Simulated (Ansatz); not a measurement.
Born–Oppenheimer molecular dynamics of C3H6O2Si (12 atoms, charge 0, multiplicity 1). It starts from a relaxed structure.

The calculation used Ansatz, RKS PBE0-D4/STO-3G.

- ensemble: NVE (velocity Verlet)
- time step: 0.5 fs
- steps asked: 203
- starting velocities drawn for: 700 K
- masses: H 2.014 u
- seed: 194178

First frame:

```xyz
12
Properties=species:S:1:pos:R:3
C -0.054 -2.365 -0.945
C -0.129 -1.110 -0.582
C -0.181 0.141 -0.190
O -0.959 1.153 -0.829
Si 0.695 0.967 1.253
O 0.156 2.591 1.175
H -0.737 -3.133 -0.556
H 0.698 -2.728 -1.659
H -1.420 0.677 -1.601
H 0.328 0.338 2.506
H 2.133 0.868 1.105
H -0.454 2.546 0.358
```

Task: How far do the bonds stretch over the last three quarters of this one trajectory? (Pairs bonded in most of those frames.)

Result: 
| bond | mean (Å) | spread (Å) | shortest | longest |
| --- | --- | --- | --- | --- |
| C1–C2 | 1.312 | 0.016 | 1.28 | 1.35 |
| C1–H7 | 1.102 | 0.033 | 1.05 | 1.16 |
| C1–H8 | 1.102 | 0.031 | 1.05 | 1.16 |
| C2–C3 | 1.317 | 0.017 | 1.27 | 1.35 |
| C3–O4 | 1.435 | 0.020 | 1.39 | 1.47 |
| C3–Si5 | 1.893 | 0.033 | 1.84 | 1.96 |
| O4–H9 | 1.022 | 0.043 | 0.96 | 1.08 |
| Si5–O6 | 1.720 | 0.066 | 1.62 | 1.83 |
| Si5–H10 | 1.453 | 0.013 | 1.43 | 1.48 |
| Si5–H11 | 1.452 | 0.020 | 1.42 | 1.49 |
| O6–H12 | 1.018 | 0.011 | 0.99 | 1.04 |

Mean temperature of the second half: 357 K. The conserved energy stayed within 0.3 meV per atom of its start (net change 0.052 meV per atom), so the integration is sound. The temperature averaged 0.51 of the 700 K drawn at the start: a run that starts near a minimum puts about half its kinetic energy into the potential. A run of 0.1 ps of so small a system gives no equilibrium averages. Limits of this set-up: minimal basis.

Run time: 11 min on 1 CPU thread of a shared host.
